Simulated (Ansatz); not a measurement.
CH8Si2Te, SMILES `[SiH3]C[SiH2][TeH]` at its PBE0-D4/def2-TZVP geometry, where that method's forces vanish. The species carries charge 0 and has multiplicity 1. Te: def2 effective core potential.

```xyz
12

Si   -0.7685    0.2927    1.5208
C    -0.0169    0.9674   -0.0621
Si    0.1002   -0.2718   -1.4536
Te    1.1211   -2.4381   -0.7390
H     0.2437   -0.4573    2.3043
H    -1.2793    1.4147    2.3553
H    -1.9067   -0.6121    1.2067
H    -0.6238    1.8075   -0.4199
H     0.9799    1.3627    0.1570
H    -1.2580   -0.6647   -1.9116
H     0.8570    0.2897   -2.6031
H     2.5512   -1.6908   -0.3548
```

**Question.** What forces (eV/Å) does B3LYP-D4/def2-TZVPP give on these atoms in the Gaussian-basis code of Ansatz? (Estimate.)

**Answer.** The calculation gave: 
```
Si1 -0.084 -0.020  0.203
C2   0.026  0.095 -0.013
Si3 -0.096  0.107 -0.265
Te4  0.024 -0.205  0.024
H5  -0.074  0.050 -0.053
H6   0.029 -0.073 -0.047
H7   0.077  0.059  0.023
H8   0.047 -0.035  0.026
H9  -0.058 -0.008 -0.017
H10  0.085  0.034  0.026
H11 -0.053 -0.031  0.069
H12  0.077  0.026  0.023
```

B3LYP here is the variant with VWN-RPA as its local correlation; programs differ in this.
